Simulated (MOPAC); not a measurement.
MOPAC input (PM7):

```
PM7 1SCF GEO-OK AUX(PRECISION=9) THREADS=1
C2H10O2Si2

Si   -3.24254500 1    0.12090800 1    0.65960500 1
O    -1.69788200 1   -0.41151600 1    0.45070000 1
C    -0.62734100 1    0.42395300 1    0.03877300 1
C     0.62734100 1   -0.42395300 1   -0.03877300 1
O     1.69788200 1    0.41151600 1   -0.45070000 1
Si    3.24254500 1   -0.12090800 1   -0.65960500 1
H    -3.29696100 1    1.18623400 1    1.69229300 1
H    -3.78359900 1    0.67637500 1   -0.60650900 1
H    -4.03130200 1   -1.05099700 1    1.08649900 1
H    -0.47152400 1    1.24041800 1    0.75215800 1
H    -0.83045300 1    0.86436200 1   -0.94336600 1
H     0.83045300 1   -0.86436200 1    0.94336600 1
H     0.47152400 1   -1.24041800 1   -0.75215800 1
H     3.78359900 1   -0.67637500 1    0.60650900 1
H     4.03130200 1    1.05099700 1   -1.08649900 1
H     3.29696100 1   -1.18623400 1   -1.69229300 1
```

Output:

```
 *******************************************************************************
 **                                                                           **
 **                              MOPAC v23.2.5                                **
 **                                                                           **
 *******************************************************************************
 ** MOPAC's Digital Object Identifier: https://doi.org/10.5281/zenodo.6511958 **
 **                                                                           **
 ** Please cite the open-source release paper for use of this MOPAC version:  **
 ** J. E. Moussa and J. J. P. Stewart (2026)                                  **
 ** MOPAC: An open-source semiempirical molecular orbital program             **
 ** J. Open Source Softw., 11(119), 8025, https://doi.org/10.21105/joss.08025 **
 *******************************************************************************

                              PM7 CALCULATION RESULTS

 *******************************************************************************
 *  PM7        - The PM7 Hamiltonian to be used
 *  GEO-OK     - OVERRIDE INTERATOMIC DISTANCE AND OTHER SAFETY CHECKS
 *  1SCF       - DO 1 SCF AND THEN STOP
 *  AUX        - OUTPUT AUXILIARY INFORMATION
 *******************************************************************************
PM7 1SCF GEO-OK AUX(PRECISION=9) THREADS=1
 C2H10O2Si2

   ATOM   CHEMICAL          X               Y               Z
  NUMBER   SYMBOL      (ANGSTROMS)     (ANGSTROMS)     (ANGSTROMS)

     1      Si         -3.24254500  *   0.12090800  *   0.65960500  *
     2       O         -1.69788200  *  -0.41151600  *   0.45070000  *
     3       C         -0.62734100  *   0.42395300  *   0.03877300  *
     4       C          0.62734100  *  -0.42395300  *  -0.03877300  *
     5       O          1.69788200  *   0.41151600  *  -0.45070000  *
     6      Si          3.24254500  *  -0.12090800  *  -0.65960500  *
     7       H         -3.29696100  *   1.18623400  *   1.69229300  *
     8       H         -3.78359900  *   0.67637500  *  -0.60650900  *
     9       H         -4.03130200  *  -1.05099700  *   1.08649900  *
    10       H         -0.47152400  *   1.24041800  *   0.75215800  *
    11       H         -0.83045300  *   0.86436200  *  -0.94336600  *
    12       H          0.83045300  *  -0.86436200  *   0.94336600  *
    13       H          0.47152400  *  -1.24041800  *  -0.75215800  *
    14       H          3.78359900  *  -0.67637500  *   0.60650900  *
    15       H          4.03130200  *   1.05099700  *  -1.08649900  *
    16       H          3.29696100  *  -1.18623400  *  -1.69229300  *

          CARTESIAN COORDINATES

    NO.       ATOM           X           Y           Z

     1        Si         -3.2425      0.1209      0.6596
     2         O         -1.6979     -0.4115      0.4507
     3         C         -0.6273      0.4240      0.0388
     4         C          0.6273     -0.4240     -0.0388
     5         O          1.6979      0.4115     -0.4507
     6        Si          3.2425     -0.1209     -0.6596
     7         H         -3.2970      1.1862      1.6923
     8         H         -3.7836      0.6764     -0.6065
     9         H         -4.0313     -1.0510      1.0865
    10         H         -0.4715      1.2404      0.7522
    11         H         -0.8305      0.8644     -0.9434
    12         H          0.8305     -0.8644      0.9434
    13         H          0.4715     -1.2404     -0.7522
    14         H          3.7836     -0.6764      0.6065
    15         H          4.0313      1.0510     -1.0865
    16         H          3.2970     -1.1862     -1.6923

 General Reference for PM7:
 "Optimization of Parameters for Semiempirical Methods VI: More Modifications to the
 NDDO Approximations and Re-optimization of Parameters", J. J. P. Stewart, J. Mol. Mod., 1:32, 19 (2013)
 https://link.springer.com/article/10.1007/s00894-012-1667-x

           Empirical Formula: C2 H10 O2 Si2  =    16 atoms

      MOLECULAR POINT GROUP   :   C2h

      RHF CALCULATION, NO. OF DOUBLY OCCUPIED LEVELS = 19

 -------------------------------------------------------------------------------
 PM7 1SCF GEO-OK AUX(PRECISION=9) THREADS=1
 C2H10O2Si2

     1SCF WAS SPECIFIED, SO BFGS WAS NOT USED
     SCF FIELD WAS ACHIEVED

                              PM7 CALCULATION
                                                       MOPAC v23.2.5 Linux

          FINAL HEAT OF FORMATION =       -118.56158 KCAL/MOL =    -496.06164 KJ/MOL

          COSMO AREA              =        179.76 SQUARE ANGSTROMS
          COSMO VOLUME            =        175.48 CUBIC ANGSTROMS

          IONIZATION POTENTIAL    =         10.575561 EV
          HOMO LUMO ENERGIES (EV) =        -10.576  0.589
          NO. OF FILLED LEVELS    =         19
          MOLECULAR WEIGHT        =        122.2708         POINT GROUP:  C2h

          MOLECULAR DIMENSIONS (Angstroms)

            Atom       Atom       Distance
            H    15    H     9     8.61080
            H    14    H     8     4.35579
            H     7    H    16     4.00981

          SCF CALCULATIONS        =          1

   ATOM   CHEMICAL          X               Y               Z
  NUMBER   SYMBOL      (ANGSTROMS)     (ANGSTROMS)     (ANGSTROMS)

     1      Si         -3.24254500  *   0.12090800  *   0.65960500  *
     2       O         -1.69788200  *  -0.41151600  *   0.45070000  *
     3       C         -0.62734100  *   0.42395300  *   0.03877300  *
     4       C          0.62734100  *  -0.42395300  *  -0.03877300  *
     5       O          1.69788200  *   0.41151600  *  -0.45070000  *
     6      Si          3.24254500  *  -0.12090800  *  -0.65960500  *
     7       H         -3.29696100  *   1.18623400  *   1.69229300  *
     8       H         -3.78359900  *   0.67637500  *  -0.60650900  *
     9       H         -4.03130200  *  -1.05099700  *   1.08649900  *
    10       H         -0.47152400  *   1.24041800  *   0.75215800  *
    11       H         -0.83045300  *   0.86436200  *  -0.94336600  *
    12       H          0.83045300  *  -0.86436200  *   0.94336600  *
    13       H          0.47152400  *  -1.24041800  *  -0.75215800  *
    14       H          3.78359900  *  -0.67637500  *   0.60650900  *
    15       H          4.03130200  *   1.05099700  *  -1.08649900  *
    16       H          3.29696100  *  -1.18623400  *  -1.69229300  *

                             CARTESIAN COORDINATES

   1   Si       -3.242545000     0.120908000     0.659605000
   2    O       -1.697882000    -0.411516000     0.450700000
   3    C       -0.627341000     0.423953000     0.038773000
   4    C        0.627341000    -0.423953000    -0.038773000
   5    O        1.697882000     0.411516000    -0.450700000
   6   Si        3.242545000    -0.120908000    -0.659605000
   7    H       -3.296961000     1.186234000     1.692293000
   8    H       -3.783599000     0.676375000    -0.606509000
   9    H       -4.031302000    -1.050997000     1.086499000
  10    H       -0.471524000     1.240418000     0.752158000
  11    H       -0.830453000     0.864362000    -0.943366000
  12    H        0.830453000    -0.864362000     0.943366000
  13    H        0.471524000    -1.240418000    -0.752158000
  14    H        3.783599000    -0.676375000     0.606509000
  15    H        4.031302000     1.050997000    -1.086499000
  16    H        3.296961000    -1.186234000    -1.692293000

           Empirical Formula: C2 H10 O2 Si2  =    16 atoms

      MOLECULAR POINT GROUP   :   C2h

                  EIGENVALUES
 -30.26988 -29.28009 -25.64097 -21.32872 -18.58116 -18.02647 -16.78964 -16.29165
 -15.30892 -14.87532 -14.51826 -13.19024 -12.90546 -12.38310 -12.28399 -11.84839
 -11.06246 -10.91212 -10.57556   0.58930   1.22499   2.49680   2.54965   2.58740
   2.58814   3.45965   4.24369   4.32029   5.34603   5.87943   5.95532   6.04031
   7.81520   7.82548  21.88220  21.88493  22.03964  22.04190  22.81710  22.81993
  22.97158  22.97625  23.98768  23.99684

              NET ATOMIC CHARGES AND DIPOLE CONTRIBUTIONS

  ATOM NO.   TYPE          CHARGE      No. of ELECS.   s-Pop       p-Pop       d-Pop
    1         Si           0.195159        3.8048     0.91067     2.69665     0.19752
    2          O          -0.619345        6.6193     1.76543     4.85391
    3          C           0.032419        3.9676     1.06881     2.89877
    4          C           0.032419        3.9676     1.06881     2.89877
    5          O          -0.619345        6.6193     1.76543     4.85391
    6         Si           0.195159        3.8048     0.91067     2.69665     0.19752
    7          H           0.039179        0.9608     0.96082
    8          H           0.039179        0.9608     0.96082
    9          H           0.056458        0.9435     0.94354
   10          H           0.128475        0.8715     0.87153
   11          H           0.128475        0.8715     0.87153
   12          H           0.128475        0.8715     0.87153
   13          H           0.128475        0.8715     0.87153
   14          H           0.039179        0.9608     0.96082
   15          H           0.056458        0.9435     0.94354
   16          H           0.039179        0.9608     0.96082
 DIPOLE           X         Y         Z       TOTAL
 POINT-CHG.     0.000     0.000    -0.000     0.000
 HYBRID         0.000     0.000     0.000     0.000
 SUM            0.000     0.000    -0.000     0.000

          ATOMIC ORBITAL ELECTRON POPULATIONS

     Atom    s        px        py        pz      x^2-y^2     xz        z^2       yz        xy
    1 Si   0.91067   0.61932   1.02540   1.05193   0.04115   0.04331   0.02437   0.03536   0.05334
    2  O   1.76543   1.39672   1.59060   1.86659
    3  C   1.06881   0.83521   0.96026   1.10330
    4  C   1.06881   0.83521   0.96026   1.10330
    5  O   1.76543   1.39672   1.59060   1.86659
    6 Si   0.91067   0.61932   1.02540   1.05193   0.04115   0.04331   0.02437   0.03536   0.05334
    7  H   0.96082
    8  H   0.96082
    9  H   0.94354
   10  H   0.87153
   11  H   0.87153
   12  H   0.87153
   13  H   0.87153
   14  H   0.96082
   15  H   0.94354
   16  H   0.96082

 **********************
 *                    *
 * JOB ENDED NORMALLY *
 *                    *
 **********************

 == MOPAC DONE ==
```

The geometry given is a B3LYP-D3(BJ)/def2-TZVP minimum.
